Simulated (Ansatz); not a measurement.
BiMe2F (C2H6BiF). The state is a singlet with charge 0. Geometry PBE0-D4/def2-SVP, basis def2-TZVP, Ansatz.

```csv
run,HOMO (eV),LUMO (eV)
A,-6.10,-1.93
B,-9.33,0.79
C,-9.64,0.93
D,-8.43,-0.26
E,-7.18,-1.15
F,-9.49,1.72
```

In the def2 sets Bi takes a core potential; there is no spin–orbit coupling. LC-ωPBE has ω = 0.4 bohr⁻¹.

The runs used CAM-B3LYP, HF, LC-ωPBE, PBE, PBE0, ωB97X-V. Estimate which is which.

A PBE (0 % exact exchange); B ωB97X-V (range-separated); C LC-ωPBE (range-separated); D CAM-B3LYP (range-separated); E PBE0 (25 % exact exchange); F HF (100 % exact exchange). Exact exchange lowers occupied and raises empty levels; among semilocal functionals meta-GGAs tend to open the gap a little, and such runs are hard to tell apart. The gap grows from 4.17 eV (PBE) to 11.22 eV (HF).
